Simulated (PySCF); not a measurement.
# Excitation energy of Ce by level of theory

Ce [Xe] 4f1 5d1 6s2 (high-spin determinant) → Ce [Xe] 5d2 6s2 (3F), as a difference of total energies. Computed with PySCF 2.14 in x2c-TZVPPall (11s7p7d4f2g, 113 functions), with the spin-free X2C one-electron Hamiltonian (Gaussian nucleus). Correlated levels: valence: [Kr] 4d10 frozen; valence and next inner shell: [Ar] 3d10 frozen. The calculations carry no spin-orbit coupling.

```
           method  excitation energy (cm⁻¹)
              UHF                     24534
              LDA                     39447
              PBE                     38751
             PBE0                     35710
           r2SCAN                     38457
    MP2 (valence)                     25033
SCS-MP2 (valence)                     24769
```

Task: Estimate what MP2 (valence and next inner shell) gives.

Result: 24812 cm⁻¹, closest to SCS-MP2 (valence) among the rows shown.

Task: Estimate what SCS-MP2 (valence and next inner shell) gives.

Result: 24748 cm⁻¹, closest to SCS-MP2 (valence) among the rows shown.

A first-order spin-orbit estimate (lowest level to lowest level, LS coupling) adds 0.067 eV.

The determinant of the lower state mixes LS terms, which raises its energy above the lowest term, most at the Hartree-Fock and MP2 levels.
